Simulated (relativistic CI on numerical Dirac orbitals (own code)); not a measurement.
## Cu²⁺: K-beta X-ray emission

Computed with this model: Dirac-Coulomb-Breit CI, separate exchange-only KLI orbitals for each configuration, model QED (radiative potential, 1s self-energy scaled to tabulated hydrogen-like ionisation energies), valence Slater integrals scaled by 0.9, multiplet model of X-ray emission after core ionisation; configurations [Ar] 3d9 → 1s 2s2 2p6 3s2 3p6 3d9 → [Ne] 3s2 3p5 3d9; 300 K; Lorentzian 1.6 eV and Gaussian 1 eV FWHM. Energies are those of the free ion, without screening or charge transfer. S is read from ⟨S²⟩ = S(S + 1).

Field parameters in Wybourne normalisation: Oh B⁴₀ = 21Dq, B⁴₄ = √(5/14) B⁴₀. The field is a parameter set, without covalency.

Computed curve for Oh, 10Dq = 14700 cm⁻¹, scaled to 100 at the maximum (points under 2 are left out and the grid is thinned):

```tsv
Energy (eV)	Intensity
8888.8	2.0
8889.2	2.3
8889.6	2.7
8890.2	3.6
8890.6	4.6
8891.0	6.1
8891.4	8.4
8891.8	11.8
8892.4	17.5
8892.8	20.1
8893.2	22.5
8893.6	26.4
8894.0	31.3
8894.6	31.3
8895.0	25.1
8895.4	18.2
8895.8	13.2
8896.2	10.4
8896.8	8.9
8897.2	8.9
8897.6	9.8
8898.0	11.6
8898.4	14.8
8899.0	22.6
8899.4	29.4
8899.8	36.8
8900.2	45.2
8900.6	54.7
8901.2	63.2
8901.6	59.2
8902.0	49.1
8902.4	38.1
8903.0	28.0
8903.4	26.8
8903.8	29.6
8904.2	35.0
8904.6	40.8
8905.2	49.8
8905.6	59.6
8906.0	72.5
8906.4	85.5
8906.8	95.8
8907.4	98.4
8907.8	86.5
8908.2	66.3
8908.6	45.9
8909.0	30.8
8909.6	17.9
8910.0	13.3
8910.4	10.3
8910.8	8.2
8911.2	6.7
8911.8	5.2
8912.2	4.5
8912.6	3.9
8913.0	3.4
8913.4	3.0
8914.0	2.5
8914.4	2.3
8914.8	2.1
```

The ground state has S = 0.50, and the centroid lies at 8903.04 eV.
